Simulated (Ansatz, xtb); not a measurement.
Conformers of CH5NOSn (SMILES C[O][Sn][NH2]), B3LYP-D3(BJ)/def2-TZVP minima from an xTB search, which can miss the lowest.
Conformer 1 (charge 0, multiplicity 1):
| atom | x (Å) | y (Å) | z (Å) |
|---|---|---|---|
| C | -1.3481 | 0.2266 | -0.1915 |
| O | -0.8073 | -0.7428 | -1.0574 |
| Sn | 1.0835 | -1.3939 | -1.0818 |
| N | 1.7400 | -0.2164 | 0.4467 |
| H | -2.4081 | 0.3608 | -0.4258 |
| H | -1.2735 | -0.0713 | 0.8625 |
| H | -0.8552 | 1.2014 | -0.3013 |
| H | 2.6911 | -0.2242 | 0.7848 |
| H | 1.1776 | 0.4438 | 0.9639 |

Correlated levels freeze the cores. Filled d and f shells under p-block atoms count as core. CBS(a, b) extrapolates the correlation energy as X⁻³ and adds the Hartree–Fock energy of set b. MP2 and its Hartree–Fock in def2-QZVPP are density fitted.

Programs: Ansatz (Gaussian orbitals); xtb for the GFN methods. Each number belongs to the level named beside it. In def2 rows elements past Kr take small-core potentials, without spin–orbit coupling.

Electronic energies of 2 conformers above conformer 1 (kcal/mol):

```tsv
level	conformer 1	conformer 2
GFN2-xTB	0.00	3.00
PBE/def2-TZVPP	0.00	-0.09
wB97M-V/def2-TZVPP	0.00	0.32
MP2/CBS(def2-TZVPP, def2-QZVPP) + ΔCCSD(T)/def2-TZVPP	0.00	0.37
```

Q: Give Boltzmann populations at 298.15 K for each level, counting each conformer once and leaving out zero-point, thermal and symmetry terms.

A: 
Weights exp(−E/RT) with RT = 0.5925 kcal/mol, divided by their sum:
- GFN2-xTB: 99 %, 1 %
- PBE/def2-TZVPP: 46 %, 54 %
- wB97M-V/def2-TZVPP: 63 %, 37 %
- MP2/CBS(def2-TZVPP, def2-QZVPP) + ΔCCSD(T)/def2-TZVPP: 65 %, 35 %
The share of conformer 1 runs from 46 to 99 % over these levels.

Ansatz is a quantum-chemistry and plane-wave program.
